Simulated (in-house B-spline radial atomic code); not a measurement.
Whole-atom quantities along the 14-electron series, configuration [Ne] 3s2 3p2. Computed with a B-spline radial code for spherical atoms: non-relativistic Hartree-Fock, average of the configuration, point nuclei.

This level leaves out relativity, spin-orbit splitting included, which matters for heavy ions.

```csv
ion,Z,E/Z² (Eh),Σ<r²> (bohr²),n(0)/Z³ (bohr⁻³),Lamb diamagnetic shielding (ppm),repulsion over attraction
Pr45+,59,-2.0147,0.37957,0.71211,4427.94,0.046992
Nd46+,60,-2.018,0.36545,0.71255,4506.83,0.046239
Pm47+,61,?,?,?,?,?
Sm48+,62,-2.0243,0.33947,0.71338,4664.62,0.044802
Eu49+,63,?,?,?,?,?
Gd50+,64,-2.0303,0.31618,0.71416,4822.4,0.043451
Tb51+,65,-2.0331,0.30542,0.71454,4901.3,0.042806
Dy52+,66,-2.0359,0.29521,0.7149,4980.19,0.04218
Ho53+,67,-2.0385,0.2855,0.71525,5059.08,0.041571
Er54+,68,-2.0411,0.27626,0.7156,5137.98,0.04098
Tm55+,69,-2.0437,0.26746,0.71593,5216.87,0.040405
Yb56+,70,-2.0461,0.25908,0.71626,5295.76,0.039846
Lu57+,71,-2.0485,0.25109,0.71657,5374.66,0.039302
Hf58+,72,-2.0508,0.24346,0.71688,5453.55,0.038773
Ta59+,73,?,?,?,?,?
W60+,74,-2.0553,0.22921,0.71747,5611.33,0.037756
Re61+,75,-2.0575,0.22255,0.71776,5690.23,0.037268
Os62+,76,-2.0596,0.21618,0.71804,5769.12,0.036792
Ir63+,77,-2.0616,0.21008,0.71831,5848.01,0.036327
```

(1) Fill in the row of Pm47+.

(2) Fill in the row of Eu49+.

(3) Fill in the row of Ta59+.

(4) With what power of Z does the column «Σ<r²> (bohr²)» change over this range?

## Answers

(1) E/Z² (Eh): -2.0212; Σ<r²> (bohr²): 0.3521; n(0)/Z³ (bohr⁻³): 0.71297; Lamb diamagnetic shielding (ppm): 4585.72; repulsion over attraction: 0.045509.

(2) E/Z² (Eh): -2.0273; Σ<r²> (bohr²): 0.32751; n(0)/Z³ (bohr⁻³): 0.71378; Lamb diamagnetic shielding (ppm): 4743.51; repulsion over attraction: 0.044116.

(3) E/Z² (Eh): -2.0531; Σ<r²> (bohr²): 0.23617; n(0)/Z³ (bohr⁻³): 0.71718; Lamb diamagnetic shielding (ppm): 5532.44; repulsion over attraction: 0.038258.

(4) A fit of the logarithm of its size against log Z from Z = 59 to 77 has slope -2.22. Unscreened non-relativistic hydrogenic orbitals would give -2.
